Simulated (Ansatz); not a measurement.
Harmonic frequencies (cm⁻¹) at PBE0-D4/def2-TZVP from Ansatz: 142, 152, 185, 386, 432, 474, 563, 589, 600, 673, 686, 749, 802, 899, 944, 1272, 1442, 1445, 2225, 2228, 2243, 3052, 3135, 3153.

Problem. Which molecule is it?
A. `[SiH3][SiH]1CS1`
B. `C[SiH]1[SiH2]S1`
C. `S[SiH]1C[SiH2]1`
D. `[SiH3]C1[SiH2]S1`

Solution. B.
